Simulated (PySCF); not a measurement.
**Polarisability and C₆ of Ca⁺ (calcium, charge +1)**

[Ar] 4s1, 2S determinant. Calculation: PySCF 2.14, in dyall-av3z; scalar relativity by spin-free X2C-1e. Coupled (time-dependent) response in atomic units; α is the mean over directions.

| method | mean α (bohr³) | C₆ (like pair) | S(−4) |
| --- | --- | --- | --- |
| PBE0 | 84.26 | 628.2 | 6837 |

S(−4) is the Cauchy moment in α(ω) = α(0) + S(−4) ω² + …

α(iu) at PBE0:

| u (hartree) | α(iu) (bohr³) |
| --- | --- |
| 0 | 84.26 |
| 0.0500 | 70.16 |
| 0.100 | 47.22 |
| 0.200 | 21.81 |
| 0.300 | 12.65 |
| 0.500 | 6.615 |
| 0.750 | 4.207 |
| 1.00 | 3.082 |
| 1.50 | 1.913 |
| 2.00 | 1.298 |
| 3.00 | 0.7007 |
| 5.00 | 0.2974 |

For an ion, C₆ is the dispersion term alone; charge-induced terms of lower order in 1/R come first.
